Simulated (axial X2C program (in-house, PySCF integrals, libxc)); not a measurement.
**Which molecule has these constants?**

All values come from calculations with an in-house all-electron X2C program for linear molecules (integrals from PySCF), spin-free (one-electron X2C) or two-component (2c: spin–orbit coupling with atomic mean-field Coulomb and Gaunt terms, which also bring small scalar terms), in Dyall basis sets with cores contracted in-house; open shells are unrestricted.

A two-component PBE0 calculation in a Dyall 3-zeta basis gave Re = 4.421 Å, ωe = 60.9 cm⁻¹, De = 0.21 eV, dipole magnitude 2.72 D, Ω = 1/2.

**Question.** Which molecule is it?
A. RbGe
B. RbAs
C. RbSe
D. RbCa
E. RbGa

**Answer.** D. The others have RbSe 3.064 Å and 151.5 cm⁻¹ (Ω = 3/2); RbGe 3.184 Å and 124.0 cm⁻¹ (Ω = 3/2); RbAs 3.239 Å and 130.1 cm⁻¹ (Ω = 1); RbGa 3.457 Å and 90.5 cm⁻¹ (Ω = 2).

Each entry is the lowest single determinant of a limited PBE0 search at one distance. De goes to single-determinant-based atoms at the same level (for ions the charge split of lowest energy) and is withheld (n/a) where an atom does not fit its ground term or J level. Main or longest-lived isotopes. One determinant is a doubtful description, or other states lie close, for RbSe, RbGe, RbAs, RbGa; these need not be ground states, and all values refer to the states named. Some open-shell Ω = 0 determinants are out of reach, so the Ω given for RbAs, RbGa need not be the lowest component. With several unpaired electrons the Ω given is that of one determinant, not necessarily of the lowest component. The functionals have no current term, which raises determinants with orbital currents. Where the atoms have a lower orbital projection than the molecule, De at mean-field level may be about a tenth of an eV too small.
